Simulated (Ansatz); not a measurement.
A run for Ansatz (a program for electronic structure): R-B3LYP/def2-TZVPP on H4SiTe (SMILES [SiH3][TeH]), a point of a torsion scan. Elements past Kr take the def2 small-core potentials; no spin–orbit coupling.

Ansatz 0.2 input:
```yaml
crystal:
  periodic: [false, false, false]
  atoms:
    - {symbol: Si, position_ang: [-0.64273970, 0.02723161, -0.01227697]}
    - {symbol: Te, position_ang: [1.66031564, 0.93041143, -0.22439452]}
    - {symbol: H, position_ang: [-0.88395623, -0.55796822, 1.30423407]}
    - {symbol: H, position_ang: [-1.56531977, 1.14346391, -0.17663763]}
    - {symbol: H, position_ang: [-0.89317586, -0.97799890, -1.03343938]}
    - {symbol: H, position_ang: [2.16617895, -0.40658403, -1.03955170]}
basis:
  gaussian:
    orbitals: def2-TZVPP
hamiltonian:
  xc: {name: B3LYP}
scf: {lower_state_search: off}
```

It printed:

```
WARN ansatz: RAYON_NUM_THREADS=1 ignored (pool sized by the plan → 1); use --threads N
Functional definition: B3LYP
these checks for a lower state are left out or cut short: stability, starts, cluster_reference, orbital_swaps, neighbouring_geometries, increment
integrals: 0.06 GiB planned
950 factors; their error is unknown
mean field: 0.55 GiB planned
mean field evaluation 1: about -15239.0691 eV, gradient 1.3e1 eV
mean field evaluation 2: about -15239.3200 eV, gradient 1.1e1 eV
mean field evaluation 4: about -15239.6721 eV, gradient 6.3e-1 eV
mean field evaluation 8: about -15239.7751 eV, gradient 3.9e-1 eV
mean field evaluation 16: about -15239.7753 eV, gradient 3.1e-5 eV
mean field -15239.77529277 eV, -560.0514121184 hartree, gradient 3.7e-6 eV, S^2 0.000000; 0 other end points of the search recorded, 0 dependent functions left out
reference -15239.77553030 eV, -560.0514208475 hartree; 21, 21 occupied and 127, 127 virtual orbitals, 950 factors
Total energy: -15239.77553030 eV, -560.0514208475 hartree
Checks for a lower state left out: stability, starts, cluster_reference, orbital_swaps, neighbouring_geometries, increment
```

The calculation finished and met its thresholds.

Cost: around 2.3 core-seconds (rough).
